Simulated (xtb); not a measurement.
Cl₃OSi (SMILES [O][Si](Cl)(Cl)Cl), doublet, from a rough starting geometry; GFN2-xTB in xtb 6.7.1.

The xtb input:
```
$ xtb mol.xyz --gfn 2 --uhf 1 --opt vtight --json

# file mol.xyz
5

O      0.03682750     0.02595026     1.76140369
Si    -0.03649916     0.07723689     0.24393123
Cl     1.78186495    -0.58943361    -0.74381029
Cl    -0.34745702     1.74008150    -0.61914127
Cl    -1.49450071    -1.22451889    -0.68575376
```

What the program printed (banner, timings and long lists left out):

```
   ID    Z sym.   atoms
    1    8 O      1
    2   14 Si     2
    3   17 Cl     3-5

           -------------------------------------------------
          |                Calculation Setup                |
           -------------------------------------------------

           -------------------------------------------------
          |                 G F N 2 - x T B                 |
           -------------------------------------------------

          ...................................................
          :                      SETUP                      :
          :.................................................:
          :  # basis functions                  44          :
          :  # atomic orbitals                  40          :
          :  # shells                           14          :
          :  # electrons                        31          :
          :  max. iterations                   250          :
          :  Hamiltonian                  GFN2-xTB          :
          :  restarted?                      false          :
          :  GBSA solvation                  false          :
          :  PC potential                    false          :
          :  electronic temp.          300.0000000     K    :
          :  accuracy                    1.0000000          :
          :  -> integral cutoff          0.2500000E+02      :
          :  -> integral neglect         0.1000000E-07      :
          :  -> SCF convergence          0.1000000E-05 Eh   :
          :  -> wf. convergence          0.1000000E-03 e    :
          :  Broyden damping             0.4000000          :
          :  net charge                          0          :
          :  unpaired electrons                  1          :
          ...................................................

 iter      E             dE          RMSdq      gap      omega  full diag
   1    -19.4747634 -0.194748E+02  0.976E+00    8.31       0.0  T
   2    -19.4614564  0.133070E-01  0.828E+00    7.18       1.0  T
   3    -19.5225434 -0.610870E-01  0.551E+00    7.40       1.0  T
   4    -19.5248751 -0.233174E-02  0.541E+00    7.60       1.0  T
   5    -19.5350632 -0.101881E-01  0.490E+00    7.52       1.0  T
   6    -19.5385534 -0.349015E-02  0.372E+00    7.54       1.0  T
   7    -19.5489028 -0.103494E-01  0.341E+00    7.56       1.0  T
   8    -19.5616910 -0.127882E-01  0.216E+00    7.65       1.0  T
   9    -19.5485743  0.131167E-01  0.282E+00    7.74       1.0  T
  10    -19.5504612 -0.188684E-02  0.229E+00    7.65       1.0  T
  11    -19.5605989 -0.101377E-01  0.153E+00    7.69       1.0  T
  12    -19.5558258  0.477310E-02  0.185E+00    7.71       1.0  T
  13    -19.5671618 -0.113360E-01  0.443E-01    7.77       1.0  T
  14    -19.5672437 -0.819550E-04  0.333E-01    7.79       1.0  T
  15    -19.5661340  0.110979E-02  0.543E-01    7.76       1.0  T
  16    -19.5669739 -0.839920E-03  0.376E-01    7.78       1.0  T
  17    -19.5672330 -0.259125E-03  0.178E-01    7.79       1.0  T
  18    -19.5671541  0.788790E-04  0.227E-01    7.78       1.0  T
  19    -19.5672547 -0.100560E-03  0.148E-01    7.79       1.0  T
  20    -19.5672743 -0.196500E-04  0.123E-01    7.79       1.0  T
  21    -19.5673141 -0.397368E-04  0.698E-02    7.79       1.0  T
  22    -19.5673270 -0.128936E-04  0.199E-02    7.79       2.2  T
  23    -19.5673253  0.170001E-05  0.257E-02    7.79       1.7  T
  24    -19.5673273 -0.205718E-05  0.510E-03    7.79       8.8  T
  25    -19.5673273  0.915574E-08  0.480E-03    7.79       9.3  T
  26    -19.5673274 -0.536475E-07  0.247E-03    7.79      18.1  T
  27    -19.5673274 -0.140912E-07  0.645E-04    7.79      69.3  T
  28    -19.5673274 -0.454044E-09  0.542E-04    7.79      82.5  T

   *** convergence criteria satisfied after 28 iterations ***

         :::::::::::::::::::::::::::::::::::::::::::::::::::::
         ::                     SUMMARY                     ::
         :::::::::::::::::::::::::::::::::::::::::::::::::::::
[...]
 * total energy  :   -19.5129769 Eh     change       -0.7956409E-09 Eh
 * total energy  :   -19.5196972 Eh     change       -0.6720326E-02 Eh
 * total energy  :   -19.5205678 Eh     change       -0.8705383E-03 Eh
 * total energy  :   -19.5207902 Eh     change       -0.2224391E-03 Eh
 * total energy  :   -19.5210017 Eh     change       -0.2115202E-03 Eh
 * total energy  :   -19.5210379 Eh     change       -0.3612706E-04 Eh
 * total energy  :   -19.5210573 Eh     change       -0.1946250E-04 Eh
 * total energy  :   -19.5210619 Eh     change       -0.4522890E-05 Eh
 * total energy  :   -19.5210629 Eh     change       -0.1017578E-05 Eh
 * total energy  :   -19.5210633 Eh     change       -0.4476523E-06 Eh
 * total energy  :   -19.5210634 Eh     change       -0.1155392E-06 Eh
 * total energy  :   -19.5210635 Eh     change       -0.7383120E-07 Eh
   *** GEOMETRY OPTIMIZATION CONVERGED AFTER 12 ITERATIONS ***
         :: total energy             -19.521063509262 Eh    ::
[...]
         6        2.0000           -0.5213651             -14.1871
         7        2.0000           -0.5213473             -14.1866
         8        2.0000           -0.5198900             -14.1469
         9        2.0000           -0.4852375             -13.2040
        10        2.0000           -0.4852123             -13.2033
        11        1.9997           -0.4749526             -12.9241
        12        1.9787           -0.4708466             -12.8124
        13        1.9785           -0.4708395             -12.8122
        14        1.7376           -0.4681927             -12.7402
        15        1.6534           -0.4678134             -12.7298
        16        1.6521           -0.4678078             -12.7297 (HOMO)
        17                         -0.1713819              -4.6635 (LUMO)
        18                         -0.1713284              -4.6621
        19                         -0.1548042              -4.2124
        20                         -0.1025731              -2.7912
        21                         -0.0372036              -1.0124
        22                         -0.0371907              -1.0120
        23                         -0.0272320              -0.7410
        24                         -0.0272311              -0.7410
        25                         -0.0253014              -0.6885
        26                         -0.0250061              -0.6805
        27                         -0.0250054              -0.6804
       ...                                ...                  ...
        40                          0.9292372              25.2858
      -------------------------------------------------------------
                  HL-Gap            0.2964259 Eh            8.0662 eV
             Fermi-level           -0.3934029 Eh          -10.7050 eV

     #   Z          covCN         q      C6AA      α(0)
     1   8 O        0.771    -0.331    20.386     6.051
     2  14 Si       3.176     0.563   142.207    25.251
     3  17 Cl       0.817    -0.077   101.469    15.410
     4  17 Cl       0.816    -0.077   101.466    15.409
     5  17 Cl       0.817    -0.077   101.469    15.410

 Mol. C6AA /au·bohr⁶  :       2133.402423
 Mol. C8AA /au·bohr⁸  :      97927.678455
 Mol. α(0) /au        :         77.531461

Wiberg/Mayer (AO) data.
largest (>0.10) Wiberg bond orders for each atom

 ---------------------------------------------------------------------------
     #   Z sym  total        # sym  WBO       # sym  WBO       # sym  WBO
 ---------------------------------------------------------------------------
     1   8 O    2.115 --     2 Si   1.906
     2  14 Si   4.549 --     1 O    1.906     4 Cl   0.881     3 Cl   0.881
                             5 Cl   0.881
     3  17 Cl   1.087 --     2 Si   0.881
     4  17 Cl   1.087 --     2 Si   0.881
     5  17 Cl   1.087 --     2 Si   0.881
 ---------------------------------------------------------------------------

Topologies differ in total number of bonds
Writing topology from bond orders to xtbtopo.mol

molecular dipole:
                 x           y           z       tot (Debye)
 q only:       -0.013       0.003      -0.560
   full:       -0.023       0.005      -1.022       2.599
molecular quadrupole (traceless):
                xx          xy          yy          xz          yz          zz
 q only:        1.209       0.000       1.210      -0.063       0.006      -2.419
  q+dip:        2.235       0.001       2.233      -0.118       0.016      -4.468
   full:        3.176       0.002       3.173      -0.182       0.029      -6.349

optimized geometry written to: xtbopt.xyz

           -------------------------------------------------
          | TOTAL ENERGY              -19.521063509262 Eh   |
          | GRADIENT NORM               0.000022841797 Eh/α |
          | HOMO-LUMO GAP               8.066159150353 eV   |
           -------------------------------------------------

normal termination of xtb
```
